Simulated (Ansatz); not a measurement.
## Two structures, one formula

Two relaxed structures of CH4OSe, singlet (PBE0-D4/def2-TZVP; forces vanish, vibrations not checked).

A:

```csv
atom,x (Å),y (Å),z (Å)
C1,-0.6975,0.4424,-0.3338
Se2,1.0007,0.5889,0.0942
O3,1.9549,-1.0081,0.4435
H4,-1.0208,-0.1750,-1.1601
H5,1.6004,0.4474,-1.2434
H6,-1.3873,0.6559,0.4715
H7,1.8840,-1.1753,1.3902
```

B:

C1  (-0.775, 0.408, -0.343)
Se2  (1.157, 0.417, -0.409)
O3  (1.451, -1.150, 0.432)
H4  (-1.152, -0.501, -0.809)
H5  (-1.102, 1.276, -0.919)
H6  (-1.133, 0.498, 0.682)
H7  (1.554, -0.948, 1.367)
(Å)

Computed with Ansatz 0.2.0 (basis: def2-TZVPP); correlated methods freeze the cores. Filled d shells of the heavier atoms are correlated. The def2 sets are not built for correlating such inner shells, so the correlated values are less sure here. B3LYP uses VWN-RPA correlation.

Task: Which structure is lower at CCSD(T), and by how much? (Judge from chemistry; the value comes from the calculation.)

Result: Computed: B, by 198.5 kJ/mol (electronic energy, against the other). By their contacts, A is CH₄OSe ([CH2][SeH][OH]) and B is CH₄OSe ([CH3][Se][OH]).

All methods give the same order:

```json
{"method": "PBE-D4", "E(B) − E(A) (kJ/mol)": "-175.9"}
{"method": "r2SCAN-D4", "E(B) − E(A) (kJ/mol)": "-185.0"}
{"method": "PBE0-D4", "E(B) − E(A) (kJ/mol)": "-197.4"}
{"method": "B3LYP-D4", "E(B) − E(A) (kJ/mol)": "-196.8"}
{"method": "wB97M-V", "E(B) − E(A) (kJ/mol)": "-211.3"}
{"method": "HF", "E(B) − E(A) (kJ/mol)": "-254.8"}
{"method": "MP2", "E(B) − E(A) (kJ/mol)": "-191.6"}
{"method": "CCSD", "E(B) − E(A) (kJ/mol)": "-211.4"}
{"method": "CCSD(T)", "E(B) − E(A) (kJ/mol)": "-198.5"}
```

T1 diagnostic: at most 0.014. The restricted Hartree–Fock reference is unstable towards an unrestricted one at one or more of these structures.

Labels in which every atom is bracketed show which atoms are joined, not bond orders.

For scale, one of the runs: CCSD(T)/def2-TZVPP, 166 basis functions, launched by `ansatz run in.yaml --threads 2 --pin off --events-out ev --progress --plain --max-ram 4352MiB`. Hardware: 2 CPU threads of an AMD EPYC 7R43, shared host. Wall time 47 s; peak host memory 1.4 GiB.
